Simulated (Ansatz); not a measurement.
Basis-set extrapolation for AlF₃H₃N, SMILES `[NH3+][Al-]([F])([F])[F]` (PBE0-D4/def2-TZVP geometry, frozen core, the Gaussian-basis code of Ansatz). Multiplicity 1, RHF reference.

|  | def2-TZVPP | def2-QZVPP |
| --- | --- | --- |
| HF | -596.903429 | -596.929319 |
| MP2 correlation | -1.060267 | -1.157716 |
| CCSD(T) correlation | -1.101447 | -1.196180 |

Energies in hartree. Use E(X) = E(∞) + A·exp(−7.88·√X) for Hartree–Fock and E(X) = E(∞) + B·X^(−2.97) for correlation, with X = 3 and 4.

**Question.** What is the CCSD(T) energy at the basis-set limit?

**Answer.** HF limit: -596.929319 + (-0.025890) × 0.13774 = -596.93289. Correlation limit: -1.196180 + (-0.094733) × 0.74074 = -1.26635. Total: -598.19924 hartree, 122.0 kcal/mol below CCSD(T)/def2-TZVPP.
